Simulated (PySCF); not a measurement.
**From computed data to an observable: oscillator strength and radiative lifetime**

Pb(OH)2 (H₂O₂Pb), SMILES [OH][Pb][OH] (connectivity only; charge and spin as stated), neutral, multiplicity 1.

Geometry: B3LYP-D3(BJ)/def2-TZVP. The def2 effective core potentials stand for the cores of Pb; spin–orbit coupling is left out. The values are those of a single conformer.

TDDFT-M06-2X/def2-SVPD (PySCF) puts the first singlet state with f over 0.02 at 4.57 eV (vertical), with the transition dipole (0.000, 0.000, -0.636) in atomic units.

Problem. Find the oscillator strength, the wavelength and the radiative lifetime that this transition would have in vacuum if emission retraced absorption.

Solution. 
|μ|² = 0.4045 au, so |μ| = 1.62 D. ΔE = 4.57/27.211 = 0.1679 hartree. f = (2/3) ΔE |μ|² = 0.045 (the program prints 0.045).
λ = 1239.84/4.57 = 271 nm; ν = 36860 cm⁻¹.
Einstein's coefficient A = 0.6670 ν² f s⁻¹ (ν in cm⁻¹) = 4.1e7 s⁻¹, so τ = 1/A = 24 ns. This state is S1. The figure is the radiative limit of this one transition; relaxation, internal conversion, crossing to triplets and a medium change what is measured.
